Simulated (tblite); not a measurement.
Species: C₄H₃O₂P.
Cartesian coordinates in Å at the GFN2-xTB level; atoms count from 1:
```xyz
10
C4H3O2P angstrom
O     -2.6513    0.6636    0.1659
C     -1.9018   -0.2792    0.1789
C     -0.4507   -0.1936    0.2372
C      0.2619    0.9791    0.2898
O      1.5711    0.8418    0.3407
C      1.9330   -0.4507    0.3292
P      0.6612   -1.5885    0.2540
H     -2.2782   -1.3208    0.1466
H     -0.1299    1.9811    0.2944
H      2.9937   -0.6281    0.3697
```

Level: GFN2-xTB in tblite, geometry and Hessian alike; calculated harmonic values, unscaled, isolated species. Against measured fundamentals such values can be off by several per cent, at times by over 20. One conformer, not necessarily the lowest.

Harmonic wavenumbers (cm⁻¹): 109.5, 172.0, 221.8, 412.0, 435.7, 555.3, 585.6, 717.6, 752.2, 795.6, 809.9, 920.9, 940.2, 1053.0, 1148.0, 1168.8, 1235.3, 1296.3, 1378.5, 1472.7, 1741.6, 2760.6, 3121.9, 3132.4.

A = 4855, B = 1803, C = 1315 MHz; mass 113.987 u (most abundant isotopes); point group Cs, symmetry number 1.

Task: Zero-point energy?

Result: ½Σν̃ = 13469 cm⁻¹ = 161.12 kJ/mol.

Task: Give the ideal-gas entropy at 350 K and 1 bar in the rigid-rotor, harmonic-oscillator model (classical rotation).

Result: Translation 171.26, rotation 118.00, vibration 61.23: S = 350.5 J/(mol K).

Task: And Cp and H(350 K) − H(0)?

Result: Cp = 111.71 J/(mol K), of which vibrations give 78.45 (their classical limit is 24 R = 199.5); H(350 K) − H(0) = 24.16 kJ/mol without the zero-point energy, 12.52 from vibrations.

Task: Which modes carry the vibrational entropy at 350 K?

Result: 109.5 cm⁻¹: 15.02; 172.0 cm⁻¹: 11.37; 221.8 cm⁻¹: 9.36; 412.0 cm⁻¹: 4.86; 435.7 cm⁻¹: 4.50; 555.3 cm⁻¹: 3.05 J/(mol K); the other 18 give 13.07 together.

Task: How do the functions run with temperature in this model?

Result: 
```tsv
T (K)	S (J/(mol K))	Cp (J/(mol K))	H − H(0) (kJ/mol)	G − H(0) (kJ/mol)	ln q(vib)
150	280.0	61.7	6.81	-35.19	0.82
250	317.3	86.8	14.21	-65.11	1.88
298.15	333.6	99.1	18.68	-80.78	2.44
400	366.1	122.8	30.02	-116.43	3.69
600	422.8	156.1	58.18	-195.48	6.24
900	492.0	184.3	109.69	-333.11	9.95
```

q(vib) and H(0) count from the zero-point level.

Task: Blend soft modes into free rotors: weight 1/[1 + (100 cm⁻¹/ν̃)⁴] for the oscillator and the rest for a rotor with moment μB/(μ + B), μ = h/(8π²ν), B = 10⁻⁴⁴ kg m². What vibrational entropy results?

Result: 60.00 J/(mol K) in place of 61.23, which changes −T·S at 350 K by +0.43 kJ/mol.

Hindered rotation and anharmonicity are outside this model. Other conformers, if any are populated, would add a mixing term that is left out.
